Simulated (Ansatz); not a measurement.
Basis-set series for Cl3NbS, SMILES `[S]=[Nb]([Cl])([Cl])[Cl]`. The species carries charge 0 and has multiplicity 1. Nb takes the def2 core potential. All single points use the PBE0-D4/def2-TZVP geometry.

```tsv
functional	basis	functions	energy (Eh)	HOMO (eV)	LUMO (eV)
PBE0-D4	def2-SVP	103	-1834.87217	-8.53	-3.33
PBE0-D4	def2-TZVPP	224	-1835.49896	-8.48	-3.35
ωB97M-V	def2-SVP	103	-1835.29324	-10.56	-1.21
ωB97M-V	def2-TZVPP	224	-1835.91155	-10.55	-1.29
```

Question: Give the rows for def2-QZVPP. (Estimate.)

Answer: Ansatz gave: 
```csv
functional,basis,functions,energy (Eh),HOMO (eV),LUMO (eV)
PBE0-D4,def2-QZVPP,361,-1835.55453,-8.48,-3.34
ωB97M-V,def2-QZVPP,361,-1835.96448,-10.56,-1.30
```
